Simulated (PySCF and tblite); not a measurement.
Results of a calculation; reference values are marked as such.
## Barrier and rate of a rotation

System: C7H11O (charge +1), numbered as in [CH2:1]=[CH:2]/[CH:3]=[CH:4]/[C+:5]([CH3:6])[O:7][CH3:8].

Motion: rotation about the C4–C5 bond (torsion C3–C4–C5–C6 from -180° to -1°, rising). Level: B3LYP/pcSseg-1 + D3(BJ), IEF-PCM benzene on GFN2-xTB stationary points, with GFN2-xTB thermal terms. Rate constants are transition-state-theory values, counting equivalent paths, without tunnelling. (PySCF 2.14 with density fitting, tblite 0.8.)

```csv
point,symmetry,E(GFN2) kcal/mol,E(DFT) kcal/mol,ZPE change kcal/mol,lowest mode cm⁻¹
start,Cs,0.0,0.0,0.00,78
saddle,C1,15.1,19.1,-1.08,298i
end,Cs,0.9,0.2,-0.02,60
```

* Electronic barrier: 19.1 kcal/mol
* Barrier with zero-point energy: 18.0 kcal/mol
* ΔH‡ (298 K): 17.8 kcal/mol
* ΔS‡ (298 K, symmetry apart): -1.3 cal/(mol K)
* Paths: 2 equivalent paths
* End point: a different minimum
* Mean lifetime of the start against this motion at 298 K: 1.7 s
* Cost: 2.1 min on 1 thread of Arm Neoverse V1, shared host (rough), peak memory 1 GiB, launched as `OMP_NUM_THREADS=1 python ens_run.py task.json out`

```json
{"T/K": "200", "ΔG‡ kcal/mol": "18.1", "k s⁻¹": "1.6×10⁻⁷", "ΔG kcal/mol": "0.2", "k back s⁻¹": "2.8×10⁻⁷"}
{"T/K": "250", "ΔG‡ kcal/mol": "18.1", "k s⁻¹": "0.0015", "ΔG kcal/mol": "0.2", "k back s⁻¹": "0.0025"}
{"T/K": "298", "ΔG‡ kcal/mol": "18.2", "k s⁻¹": "0.59", "ΔG kcal/mol": "0.2", "k back s⁻¹": "0.91"}
{"T/K": "350", "ΔG‡ kcal/mol": "18.3", "k s⁻¹": "58", "ΔG kcal/mol": "0.3", "k back s⁻¹": "85"}
{"T/K": "400", "ΔG‡ kcal/mol": "18.3", "k s⁻¹": "1580", "ΔG kcal/mol": "0.3", "k back s⁻¹": "2240"}
```

ΔG and ΔG‡ leave out symmetry numbers and mirror images; rates count paths: 2 out, 2 back.

The ion is treated without a counter-ion.
